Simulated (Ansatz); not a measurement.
Ansatz (a program for electronic structure) input file for FH8NSi3, SMILES N[SiH2][SiH2][SiH2]F, PBE-D3(BJ)/def2-SVP. 

Ansatz 0.2 input:
```yaml
crystal:
  periodic: [false, false, false]
  atoms:
    - {symbol: Si, position_ang: [-1.62830621, -0.81993395, -0.01317862]}
    - {symbol: F, position_ang: [-3.13794855, -0.23923212, 0.03597016]}
    - {symbol: Si, position_ang: [-0.14212206, 0.94690410, -0.07345778]}
    - {symbol: Si, position_ang: [2.04006948, 0.41918245, 0.46292657]}
    - {symbol: N, position_ang: [2.51486634, -0.75468717, -0.71369566]}
    - {symbol: H, position_ang: [-1.68241169, -1.68716757, -1.18728837]}
    - {symbol: H, position_ang: [-1.58932192, -1.65267367, 1.18730885]}
    - {symbol: H, position_ang: [-0.60846966, 2.02190749, 0.82151314]}
    - {symbol: H, position_ang: [-0.20945337, 1.58476085, -1.40556477]}
    - {symbol: H, position_ang: [2.94042830, 1.58658473, 0.53240684]}
    - {symbol: H, position_ang: [2.21845992, -0.29418040, 1.73220984]}
    - {symbol: H, position_ang: [2.40269149, -0.53298560, -1.69001727]}
    - {symbol: H, position_ang: [3.39057249, -1.23648328, -0.58649268]}
basis:
  gaussian:
    orbitals: def2-SVP
hamiltonian:
  xc: pbe
  dispersion: d3bj
relax: {f_tol: 0.002, max_steps: 200}
```

Program output:

```
WARN ansatz: RAYON_NUM_THREADS=1 ignored (pool sized by the plan → 1); use --threads N
Functional definition: PBE
integrals: 0.07 GiB planned
1372 factors; their error is unknown
mean field: 0.35 GiB planned
mean field evaluation 1: about -27934.9324 eV, gradient 6.7e1 eV
mean field evaluation 2: about -27877.9849 eV, gradient 1.4e2 eV
mean field evaluation 4: about -27943.5236 eV, gradient 1.3e1 eV
mean field evaluation 8: about -27943.8760 eV, gradient 3.0e-1 eV
mean field evaluation 16: about -27943.7651 eV, gradient 1.3e-3 eV
mean field -27943.76513339 eV, -1026.9144276878 hartree, gradient 7.0e-5 eV, S^2 0.000000; 0 other end points of the search recorded, 0 dependent functions left out
the calculation of the forces begins
reference -27943.76517792 eV, -1026.9144293242 hartree; 33, 33 occupied and 89, 89 virtual orbitals, 1372 factors
relax step   1: F+E_penalty+E_count = -27944.07512567 eV  Δ(F+E_penalty+E_count) = +0.000e0 eV  max|allowed force component| = 1.053e0 eV/Å  Δτ_max = 0.0000 Å  (28 SCF iters, accepted)
these checks for a lower state are left out or cut short: starts, cluster_reference, orbital_swaps, neighbouring_geometries, increment
integrals: 0.07 GiB planned
1372 factors; their error is unknown
mean field: 0.35 GiB planned
mean field -27944.03596154 eV, -1026.9243804389 hartree, gradient 7.2e-6 eV, S^2 0.000000; 0 other end points of the search recorded, 0 dependent functions left out
the calculation of the forces begins
reference -27944.03600611 eV, -1026.9243820767 hartree; 33, 33 occupied and 89, 89 virtual orbitals, 1372 factors
[...]
relax step  17: F+E_penalty+E_count = -27944.42387180 eV  Δ(F+E_penalty+E_count) = -6.811e-5 eV  max|allowed force component| = 2.353e-2 eV/Å  Δτ_max = 0.0362 Å  (26 SCF iters, accepted)
these checks for a lower state are left out or cut short: starts, cluster_reference, orbital_swaps, neighbouring_geometries, increment
integrals: 0.07 GiB planned
1372 factors; their error is unknown
mean field: 0.36 GiB planned
mean field -27944.09422508 eV, -1026.9265215845 hartree, gradient 2.5e-5 eV, S^2 0.000000; 0 other end points of the search recorded, 0 dependent functions left out
the calculation of the forces begins
reference -27944.09426721 eV, -1026.9265231327 hartree; 33, 33 occupied and 89, 89 virtual orbitals, 1372 factors
relax step  18: F+E_penalty+E_count = -27944.42423710 eV  Δ(F+E_penalty+E_count) = -3.653e-4 eV  max|allowed force component| = 2.472e-2 eV/Å  Δτ_max = 0.0338 Å  (28 SCF iters, accepted)
these checks for a lower state are left out or cut short: starts, cluster_reference, orbital_swaps, neighbouring_geometries, increment
integrals: 0.07 GiB planned
1372 factors; their error is unknown
mean field: 0.36 GiB planned
mean field -27944.09414268 eV, -1026.9265185562 hartree, gradient 1.1e-5 eV, S^2 0.000000; 0 other end points of the search recorded, 0 dependent functions left out
the calculation of the forces begins
reference -27944.09418480 eV, -1026.9265201042 hartree; 33, 33 occupied and 89, 89 virtual orbitals, 1372 factors
relax step  19: F+E_penalty+E_count = -27944.42437933 eV  Δ(F+E_penalty+E_count) = -1.422e-4 eV  max|allowed force component| = 1.575e-2 eV/Å  Δτ_max = 0.0069 Å  (23 SCF iters, accepted)
these checks for a lower state are left out or cut short: starts, cluster_reference, orbital_swaps, neighbouring_geometries, increment
integrals: 0.07 GiB planned
1372 factors; their error is unknown
mean field: 0.36 GiB planned
mean field -27944.09425654 eV, -1026.9265227405 hartree, gradient 2.4e-5 eV, S^2 0.000000; 0 other end points of the search recorded, 0 dependent functions left out
the calculation of the forces begins
reference -27944.09429867 eV, -1026.9265242886 hartree; 33, 33 occupied and 89, 89 virtual orbitals, 1372 factors
relax step  20: F+E_penalty+E_count = -27944.42443170 eV  Δ(F+E_penalty+E_count) = -5.237e-5 eV  max|allowed force component| = 5.351e-3 eV/Å  Δτ_max = 0.0061 Å  (22 SCF iters, accepted)
these checks for a lower state are left out or cut short: starts, cluster_reference, orbital_swaps, neighbouring_geometries, increment
integrals: 0.07 GiB planned
1372 factors; their error is unknown
mean field: 0.36 GiB planned
mean field -27944.09421142 eV, -1026.9265210823 hartree, gradient 8.6e-6 eV, S^2 0.000000; 0 other end points of the search recorded, 0 dependent functions left out
the calculation of the forces begins
reference -27944.09425354 eV, -1026.9265226302 hartree; 33, 33 occupied and 89, 89 virtual orbitals, 1372 factors
relax step  21: F+E_penalty+E_count = -27944.42445551 eV  Δ(F+E_penalty+E_count) = -2.381e-5 eV  max|allowed force component| = 8.236e-3 eV/Å  Δτ_max = 0.0078 Å  (22 SCF iters, accepted)
these checks for a lower state are left out or cut short: starts, cluster_reference, orbital_swaps, neighbouring_geometries, increment
integrals: 0.07 GiB planned
1372 factors; their error is unknown
mean field: 0.36 GiB planned
mean field evaluation 160: about -27944.0941 eV, gradient 4.6e-4 eV
mean field -27944.09413394 eV, -1026.9265182351 hartree, gradient 6.6e-6 eV, S^2 0.000000; 0 other end points of the search recorded, 0 dependent functions left out
the calculation of the forces begins
reference -27944.09417606 eV, -1026.9265197829 hartree; 33, 33 occupied and 89, 89 virtual orbitals, 1372 factors
relax step  22: F+E_penalty+E_count = -27944.42446669 eV  Δ(F+E_penalty+E_count) = -1.118e-5 eV  max|allowed force component| = 6.996e-3 eV/Å  Δτ_max = 0.0075 Å  (23 SCF iters, accepted)
these checks for a lower state are left out or cut short: starts, cluster_reference, orbital_swaps, neighbouring_geometries, increment
integrals: 0.07 GiB planned
1372 factors; their error is unknown
mean field: 0.36 GiB planned
mean field -27944.09418286 eV, -1026.9265200328 hartree, gradient 1.4e-5 eV, S^2 0.000000; 0 other end points of the search recorded, 0 dependent functions left out
the calculation of the forces begins
reference -27944.09422499 eV, -1026.9265215809 hartree; 33, 33 occupied and 89, 89 virtual orbitals, 1372 factors
relax step  23: F+E_penalty+E_count = -27944.42447749 eV  Δ(F+E_penalty+E_count) = -1.080e-5 eV  max|allowed force component| = 4.078e-3 eV/Å  Δτ_max = 0.0035 Å  (22 SCF iters, accepted)
these checks for a lower state are left out or cut short: starts, cluster_reference, orbital_swaps, neighbouring_geometries, increment
integrals: 0.07 GiB planned
1372 factors; their error is unknown
mean field: 0.36 GiB planned
mean field -27944.09431289 eV, -1026.9265248114 hartree, gradient 2.5e-5 eV, S^2 0.000000; 0 other end points of the search recorded, 0 dependent functions left out
the calculation of the forces begins
reference -27944.09435503 eV, -1026.9265263599 hartree; 33, 33 occupied and 89, 89 virtual orbitals, 1372 factors
relax step  24: F+E_penalty+E_count = -27944.42448814 eV  Δ(F+E_penalty+E_count) = -1.064e-5 eV  max|allowed force component| = 3.344e-3 eV/Å  Δτ_max = 0.0057 Å  (23 SCF iters, accepted)
these checks for a lower state are left out or cut short: starts, cluster_reference, orbital_swaps, neighbouring_geometries, increment
integrals: 0.07 GiB planned
1372 factors; their error is unknown
mean field: 0.36 GiB planned
mean field -27944.09445148 eV, -1026.9265299044 hartree, gradient 1.4e-5 eV, S^2 0.000000; 0 other end points of the search recorded, 0 dependent functions left out
the calculation of the forces begins
reference -27944.09449363 eV, -1026.9265314533 hartree; 33, 33 occupied and 89, 89 virtual orbitals, 1372 factors
relax step  25: F+E_penalty+E_count = -27944.42449027 eV  Δ(F+E_penalty+E_count) = -2.136e-6 eV  max|allowed force component| = 6.567e-3 eV/Å  Δτ_max = 0.0041 Å  (22 SCF iters, accepted)
these checks for a lower state are left out or cut short: starts, cluster_reference, orbital_swaps, neighbouring_geometries, increment
integrals: 0.07 GiB planned
1372 factors; their error is unknown
mean field: 0.36 GiB planned
mean field -27944.09446515 eV, -1026.9265304067 hartree, gradient 2.1e-5 eV, S^2 0.000000; 0 other end points of the search recorded, 0 dependent functions left out
the calculation of the forces begins
reference -27944.09450730 eV, -1026.9265319556 hartree; 33, 33 occupied and 89, 89 virtual orbitals, 1372 factors
relax step  26: F+E_penalty+E_count = -27944.42449342 eV  Δ(F+E_penalty+E_count) = -3.144e-6 eV  max|allowed force component| = 4.460e-3 eV/Å  Δτ_max = 0.0010 Å  (20 SCF iters, accepted)
these checks for a lower state are left out or cut short: starts, cluster_reference, orbital_swaps, neighbouring_geometries, increment
integrals: 0.07 GiB planned
1372 factors; their error is unknown
mean field: 0.36 GiB planned
mean field -27944.09445557 eV, -1026.9265300545 hartree, gradient 3.3e-5 eV, S^2 0.000000; 0 other end points of the search recorded, 0 dependent functions left out
the calculation of the forces begins
reference -27944.09449771 eV, -1026.9265316034 hartree; 33, 33 occupied and 89, 89 virtual orbitals, 1372 factors
relax step  27: F+E_penalty+E_count = -27944.42449423 eV  Δ(F+E_penalty+E_count) = -8.126e-7 eV  max|allowed force component| = 2.517e-3 eV/Å  Δτ_max = 0.0006 Å  (19 SCF iters, accepted)
these checks for a lower state are left out or cut short: starts, cluster_reference, orbital_swaps, neighbouring_geometries, increment
integrals: 0.07 GiB planned
1372 factors; their error is unknown
mean field: 0.36 GiB planned
mean field evaluation 192: about -27944.0945 eV, gradient 2.8e-2 eV
mean field -27944.09446338 eV, -1026.9265303417 hartree, gradient 1.8e-5 eV, S^2 0.000000; 0 other end points of the search recorded, 0 dependent functions left out
the calculation of the forces begins
reference -27944.09450553 eV, -1026.9265318906 hartree; 33, 33 occupied and 89, 89 virtual orbitals, 1372 factors
relax step  28: F+E_penalty+E_count = -27944.42449414 eV  Δ(F+E_penalty+E_count) = +8.730e-8 eV  max|allowed force component| = 5.820e-3 eV/Å  Δτ_max = 0.0007 Å  (20 SCF iters, rejected (line search))
these checks for a lower state are left out or cut short: starts, cluster_reference, orbital_swaps, neighbouring_geometries, increment
integrals: 0.07 GiB planned
1372 factors; their error is unknown
mean field: 0.36 GiB planned
mean field -27944.09446154 eV, -1026.9265302742 hartree, gradient 4.2e-5 eV, S^2 0.000000; 0 other end points of the search recorded, 0 dependent functions left out
the calculation of the forces begins
reference -27944.09450369 eV, -1026.9265318231 hartree; 33, 33 occupied and 89, 89 virtual orbitals, 1372 factors
relax step  29: F+E_penalty+E_count = -27944.42449471 eV  Δ(F+E_penalty+E_count) = -4.780e-7 eV  max|allowed force component| = 7.871e-4 eV/Å  Δτ_max = 0.0004 Å  (18 SCF iters, accepted)
integrals: 0.07 GiB planned
1372 factors; their error is unknown
mean field: 0.36 GiB planned
mean field -27944.09446154 eV, -1026.9265302742 hartree, gradient 4.2e-5 eV, S^2 0.000000; 1 other end points of the search recorded, 0 dependent functions left out
the calculation of the forces begins
reference -27944.09450369 eV, -1026.9265318231 hartree; 33, 33 occupied and 89, 89 virtual orbitals, 1372 factors
Total energy: -27944.42453685 eV, -1026.9386603181 hartree
Atom 0 at    -1.282877    -0.806577    -0.193321 Å, force     0.000684    -0.000156     0.000029 eV/Å
Atom 1 at    -2.923042    -0.621196    -0.191190 Å, force    -0.000477     0.000022    -0.000013 eV/Å
Atom 2 at    -0.203957     1.272307     0.053699 Å, force    -0.000135     0.000097     0.000065 eV/Å
Atom 3 at     1.995684     0.511661     0.388930 Å, force     0.000117    -0.000787    -0.000247 eV/Å
Atom 4 at     1.997423    -1.009945    -0.505128 Å, force     0.000036     0.000701    -0.000154 eV/Å
Atom 5 at    -0.915331    -1.446902    -1.503494 Å, force    -0.000081     0.000030    -0.000000 eV/Å
Atom 6 at    -0.933976    -1.719101     0.948202 Å, force    -0.000153     0.000197    -0.000069 eV/Å
Atom 7 at    -0.739654     2.050211     1.226589 Å, force    -0.000039    -0.000018    -0.000014 eV/Å
Atom 8 at    -0.356095     2.108725    -1.191395 Å, force    -0.000013    -0.000072     0.000066 eV/Å
Atom 9 at     3.074338     1.514828     0.037369 Å, force     0.000016     0.000012    -0.000010 eV/Å
Atom 10 at     2.182913     0.142361     1.836333 Å, force    -0.000021     0.000084    -0.000051 eV/Å
Atom 11 at     1.887575    -0.958961    -1.522823 Å, force    -0.000059    -0.000062     0.000283 eV/Å
Atom 12 at     2.726053    -1.695415    -0.281134 Å, force     0.000123    -0.000049     0.000114 eV/Å
Dipole moment:     0.587293    -0.116296    -0.162066 e Å
```

Self-consistency was reached.

Cost: about 100 core-seconds (a rough figure).
